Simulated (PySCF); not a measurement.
PySCF 2.14 output of an unrestricted TPSSh calculation on a single atom or ion in aug-cc-pVTZ, with no relativity, point nucleus:

```
SCF conv_tol = 1e-09
number electrons alpha = 14  beta = 9
    V. N. Staroverov, G. E. Scuseria, J. Tao, and J. P. Perdew.,  J. Chem. Phys. 119, 12129 (2003)
cycle= 1 E= -1149.67097132975  delta_E= -0.00803  |g|= 0.0225  |ddm|= 1.49
cycle= 2 E= -1149.67106357795  delta_E= -9.22e-05  |g|= 0.0117  |ddm|= 0.756
cycle= 3 E= -1149.67108860865  delta_E= -2.5e-05  |g|= 0.00328  |ddm|= 0.109
cycle= 4 E= -1149.67109068001  delta_E= -2.07e-06  |g|= 0.000164  |ddm|= 0.06
cycle= 5 E= -1149.67109069292  delta_E= -1.29e-08  |g|= 6.83e-06  |ddm|= 0.0162
cycle= 6 E= -1149.67109069295  delta_E= -2.48e-11  |g|= 4.52e-07  |ddm|= 0.000613
converged SCF energy = -1149.67109069295  <S^2> = 8.7506404  2S+1 = 6.0002135
```

The run itself started from symmetry-adapted Hartree-Fock orbitals and held the occupation by maximum overlap, on a logarithmic radial grid, so the iterations belong to that start.

Problem. Which element, charge and spin multiplicity is this?

Solution. Mn²⁺ (manganese, charge +2), multiplicity 6; the state was [Ar] 3d4 4p1, one real determinant (an excited configuration).

⟨L²⟩ = 8.01 against 12 for a pure F term, so this real determinant mixes terms.
